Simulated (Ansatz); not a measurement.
Input (CCSDT(Q)/def2-TZVPP; Ansatz, a first-principles code):

Ansatz 0.2 input:
```yaml
crystal:
  periodic: [false, false, false]
  atoms:
    - {symbol: Si, position_ang: [-1.51497779, 0.05737991, 0.01132998]}
    - {symbol: Br, position_ang: [0.71989421, 0.01232186, -0.01452041]}
    - {symbol: H, position_ang: [-1.97399466, -0.34253979, 1.36527189]}
    - {symbol: H, position_ang: [-2.01261346, -0.89204415, -1.01567716]}
basis:
  gaussian:
    orbitals: def2-TZVPP
magnetization: {spin_polarized: true, initial_magnetization: 1}
correlation: {method: ccsdt_q, electrons: outside_noble_gas}
```

Output:

```
Functional definition: HF
integrals: 0.45 GiB planned
1408 factors; integrals over basis functions are off by at most 1.5e-7 eV
mean field: 0.69 GiB planned
mean field evaluation 1: about -77892.4183 eV, gradient 8.8e0 eV
mean field evaluation 2: about -77892.4212 eV, gradient 8.8e0 eV
mean field evaluation 4: about -77893.3263 eV, gradient 1.8e0 eV
mean field evaluation 8: about -77893.3717 eV, gradient 2.9e-3 eV
mean field evaluation 16: about -77893.3225 eV, gradient 1.8e0 eV
mean field -77893.37174368 eV, -2862.5286135567 hartree, gradient 2.3e-6 eV, S^2 0.754976; 0 other end points of the search recorded, 0 dependent functions left out
19 core orbitals not correlated
reference -77893.37174368 eV, -2862.5286135567 hartree; 7, 6 occupied and 92, 93 virtual orbitals, 1408 factors
second order -7.21893638 eV of doubles, -0.00000000 eV of singles
coupled cluster: 5.47 GiB planned
cycle   1  -7.84670476 eV  change   -6.3e-1 eV  update   8.1e-2
cycle   2  -8.28811478 eV  change   -4.4e-1 eV  update   3.6e-2
cycle   3  -8.48575830 eV  change   -2.0e-1 eV  update   2.0e-2
cycle   4  -8.45157470 eV  change    3.4e-2 eV  update   7.2e-3
cycle   5  -8.45102028 eV  change    5.5e-4 eV  update   4.6e-3
cycle   6  -8.45538457 eV  change   -4.4e-3 eV  update   1.7e-3
cycle   7  -8.45535411 eV  change    3.0e-5 eV  update   1.1e-3
cycle   8  -8.45517962 eV  change    1.7e-4 eV  update   3.6e-4
cycle   9  -8.45539001 eV  change   -2.1e-4 eV  update   1.6e-4
cycle  10  -8.45528867 eV  change    1.0e-4 eV  update   6.1e-5
cycle  11  -8.45526198 eV  change    2.7e-5 eV  update   3.0e-5
cycle  12  -8.45529102 eV  change   -2.9e-5 eV  update   1.4e-5
cycle  13  -8.45530934 eV  change   -1.8e-5 eV  update   6.9e-6
cycle  14  -8.45531624 eV  change   -6.9e-6 eV  update   3.4e-6
cycle  15  -8.45531565 eV  change    5.9e-7 eV  update   1.7e-6
cycle  16  -8.45531395 eV  change    1.7e-6 eV  update   8.3e-7
cycle  17  -8.45531399 eV  change   -3.8e-8 eV  update   3.8e-7
perturbative correction -0.01295820 eV, -0.0004762051 hartree
Total energy: -77901.84001588 eV, -2862.8398168198 hartree
```
